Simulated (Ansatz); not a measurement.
Total energies of the cluster BeI2⁺ (the lowest doublet isomer of a short search) from Ansatz at r2SCAN-D4/def2-TZVP, gas phase (1 Eh = 27.2114 eV = 2625.5 kJ/mol). The reference geometry is relaxed at B3LYP-D4/def2-TZVP.

Cartesian coordinates in Å:
```
Be 0.0006 -0.0005 -0.0005
I -1.5911 -0.6062 -1.3769
I 1.5905 0.6066 1.3774
```

```tsv
state	geometry	energy (Eh)
charge 1 doublet	reference	-610.14665
charge 0 singlet	reference	-610.50429
charge 1 quartet	relaxed at B3LYP-D4/def2-TZVP	-610.03419
```

In the def2 sets I takes a core potential; there is no spin–orbit coupling.

(1) Work out the vertical electron affinity, to the singlet.

(2) Which of the charge 1 states is lowest, and how far above it are the others?

(1) E(charge 1 doublet) − E(charge 0 singlet) = -610.14665 − (-610.50429) = 0.35764 Eh = 9.73 eV.

(2) The doublet. quartet: -610.03419 − (-610.14665) = 0.11246 Eh = 295.3 kJ/mol. The quartet differs in its bonds from the reference.

The structure comes from a short search, and lower isomers may exist.
